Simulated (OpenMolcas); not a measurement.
## W4+: moving or changing the point charges

W4+ among 8 point charges of -1.2 e arranged as a cube (Oh), 2.14 Å from the ion.

```json
{"Program": "OpenMolcas 26.06", "Method": "SS-CASPT2, IPEA 0.25 Eh, imaginary shift 0.1 Eh (closed shells correlated: 4f 5s 5p)", "Basis": "ANO-RCC-VDZP [7s6p4d2f1g]", "Scalar Hamiltonian": "DKH2, point nucleus", "Active space": "2 electrons in 5 orbitals (5d)", "State averaging": "2S+1 = 3 even, 10 roots; 2S+1 = 1 even, 15 roots", "Spin-orbit coupling": "state interaction with AMFI integrals over the reference wave functions"}
```

Runs around this geometry, states (labels of O, the rotations of Oh). Energies in cm-1 above the lowest state or level, χT in cm3 K/mol.

| R (Å) | q (e) | Ground state | First state of that spin | First gap with spin-orbit (degeneracies) | χT at 300 K | First state of another spin |
| --- | --- | --- | --- | --- | --- | --- |
| 2.14 | -0.96 | 3A2 | 3T2 4910 | 2500 (3, 2) | 0.070 | 1E 10120 |
| 2.14 | -1.2 | 3A2 | 3T2 6260 | 3230 (3, 2) | 0.066 | 1E 10160 |
| 2.24 | -1.2 | 3A2 | 3T2 4990 | 2540 (3, 2) | 0.069 | 1E 10120 |

Taking the first state of the same spin as R^-n, n = -ln(4990 / 6260) / ln(2.24 / 2.14) = 5.0 between the shortest and longest distance.

Scaling the charges by -0.96 / -1.2 = 0.80 scales the first state of the same spin by 4910 / 6260 = 0.78; with fixed orbitals a first-order splitting would follow the charge.

Roots that are degenerate in the reference are averaged as groups; the widest CASPT2 spread within a group is 200 cm-1 (the 3-fold group of multiplicity 3 near 4990 cm-1 above the lowest state of its run, R = 2.24, q = -1.2). Shifts and gaps below about the spread of the groups concerned are not significant. Free-ion shares, where given, are those of the reference states; single-state CASPT2 does not remix them. Spin-orbit coupling mixes the spin-free states strongly: the lowest level takes only 53 % from its leading state, 3A2 (figures for R = 2.14, q = -0.96; the like holds for R = 2.14, q = -1.2, R = 2.24, q = -1.2). Point charges carry no covalency, so the field is a model and not that of real ligands. No measured value stands beside these numbers.
